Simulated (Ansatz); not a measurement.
Relaxation of C$_{2}$H$_{2}$FSi (6 atoms, charge -1, multiplicity 1), to a largest force component of 0.015 eV/Å in at most 40 steps.

Level of theory: Ansatz 0.2.0, RKS B3LYP/def2-mTZVP.

```xyz
6
Properties=species:S:1:pos:R:3
C -1.133 0.995 -1.498
Si -0.163 0.275 -0.287
C 0.831 -0.634 0.920
F 0.079 -1.266 2.017
H -1.062 2.087 -1.655
H 1.448 -1.457 0.504
```

Q: Where does it end, and by what steps?

A: The forces met the threshold. Limits of this set-up: an anion without diffuse functions, the dipole of an ion depends on the origin. After 12 steps the energy has fallen by 0.269 eV; C3 moved furthest, 0.48 Å.

| step | energy less start (eV) | largest force component (eV/Å) | accepted |
| --- | --- | --- | --- |
| 0 | 0.0000 | 0.945 | yes |
| 1 | 0.0554 | 1.494 | no |
| 2 | -0.0565 | 0.788 | yes |
| 3 | -0.1154 | 0.680 | yes |
| 4 | -0.2156 | 0.469 | yes |
| 5 | -0.2288 | 0.644 | yes |
| 6 | -0.1464 | 2.136 | no |
| 7 | -0.2643 | 0.382 | yes |
| 8 | -0.2668 | 0.225 | yes |
| 9 | -0.2687 | 0.034 | yes |
| 10 | -0.2688 | 0.036 | yes |
| 11 | -0.2683 | 0.040 | no |
| 12 | -0.2689 | 0.013 | yes |

```xyz
6
Properties=species:S:1:pos:R:3
C -1.111 0.994 -1.415
Si -0.038 0.432 -0.226
C 0.551 -0.959 0.704
F 0.133 -1.178 2.044
H -1.097 2.052 -1.701
H 1.563 -1.340 0.595
```

Whether the end is a true minimum wasn't checked by a vibrational analysis.

The run took 100 s on 1 CPU thread of a shared host.
